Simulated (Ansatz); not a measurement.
C2H9NOSi (`CN[SiH](C)O`). Charge 0, multiplicity 1.

Z-matrix (Å, degrees):
```
C
N 1 1.445
H 1 1.093 2 109.7
H 1 1.097 2 113.0 3 119.7
H 1 1.095 2 111.8 3 -118.3
Si 2 1.710 1 126.0 3 -15.6
H 2 1.006 1 114.6 3 175.3
O 6 1.653 2 112.0 1 65.8
C 6 1.857 2 114.4 1 -51.5
H 6 1.491 2 103.7 1 -173.8
H 8 0.958 6 115.8 2 50.0
H 9 1.093 6 110.8 2 57.8
H 9 1.092 6 110.8 2 177.3
H 9 1.092 6 110.8 2 -62.2
```

Problem. What are the harmonic wavenumbers in cm⁻¹ at PBE0-D4/def2-TZVP (Ansatz, finite differences of forces, unscaled)? (Estimate.)

Solution. The calculation gave: 57, 83, 138, 169, 236, 256, 322, 378, 422, 666, 706, 750, 777, 834, 857, 926, 932, 1106, 1143, 1163, 1278, 1412, 1446, 1448, 1463, 1485, 1518, 2195, 3011, 3051, 3062, 3110, 3134, 3141, 3648, 3917.

Problem. Is this a minimum?

Solution. Yes, all 36 modes are real.

Problem. Give the ideal-gas thermochemistry at 298.15 K and 1 bar (rigid rotor, harmonic oscillator; point group C1, symmetry number 1).

Solution. Zero-point energy 300.5 kJ/mol; H(298) − E = 325.2 kJ/mol; entropy 370.4 J/(mol·K), of which translation 165.1, rotation 111.5, vibration 93.8; G(298) − E = 214.7 kJ/mol. Modes under 100 cm⁻¹ are hindered rotations or soft bends, so the harmonic entropy is rough.

Problem. And at 400, 500, 600, 800 and 1000 K?

Solution. 
```tsv
T (K)	H − E (kJ/mol)	S (J/mol/K)	G − E (kJ/mol)
400	339.5	411.6	174.9
500	356.1	448.6	131.8
600	374.8	482.5	85.3
800	416.9	542.9	-17.4
1000	464.0	595.4	-131.4
```
